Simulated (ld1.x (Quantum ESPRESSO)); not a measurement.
**Ni (Z = 28), RRKJ: configuration errors across variants**

nickel, norm-conserving RRKJ (Kleinman–Bylander form), made with ld1.x (Quantum ESPRESSO) 7.5 (PBE, scalar-relativistic). Core [Ar], reference 3d8 4s1 4p0 (charge +1). Waves: 4p (bound, empty): rc 1.90 bohr; 3d (bound): rc 1.25 bohr; 4s (bound): rc 1.50 bohr. Local part: the s channel. Core correction: Bessel-smoothed model core inside 1.00 bohr.

All-electron excitation energies from the reference (eV): (1) 3d8 4s2 4p0 -9.322; (2) 3d8 4s0 4p0 17.351; (3) 3d7 4s0 4p0 54.818; (4) 3d7 4s2 4p0 6.797; (5) 3d9 4s1 4p0 -10.918; (6) 3d9 4s0 4p0 -3.004; (7) 3d8 4s0 4p2 0.180.

1 further variants failed, have other tests or too few solved ones, and are left out.

A true bound ghost makes a file unfit for plane-wave use even where its test errors are small: the radial tests pick states by their node count and pass the ghost by.

Errors AE − PS in meV (a dash: test not solved or not reliable):

```tsv
change	(1)	(2)	(3)	(4)	(5)	(6)	(7)	bound ghosts
base	-0.9	-9.7	-492	-331	-174	-272	-1.9	p
wave 4s (bound): rc 1.50 bohr becomes 4s (bound): rc 1.24 bohr	+12	-8.3	-491	+143	-73	-192	-14	p, s (extra level of the local part)
wave 4s (bound): rc 1.50 bohr becomes 4s (bound): rc 1.42 bohr	+2.1	-5.8	-492	-192	-145	-236	-3.3	p
wave 4s (bound): rc 1.50 bohr becomes 4s (bound): rc 1.78 bohr	-4.5	-16	-475	-447	-202	-314	-1.6	none
wave 4s (bound): rc 1.50 bohr becomes 4s (bound): rc 2.08 bohr	-5.0	-17	-471	-456	-204	-318	-1.6	none
wave 4s (bound): rc 1.50 bohr becomes 4s (bound): rc 2.20 bohr	-4.4	-16	-483	-445	-202	-314	-2.0	none
```

(1) Give the same row for: wave 4s (bound): rc 1.50 bohr becomes 4s (bound): rc 1.62 bohr.

Answers

(1) -3.2, -14, -485, -409, -193, -300, -1.6; bound ghosts: none.
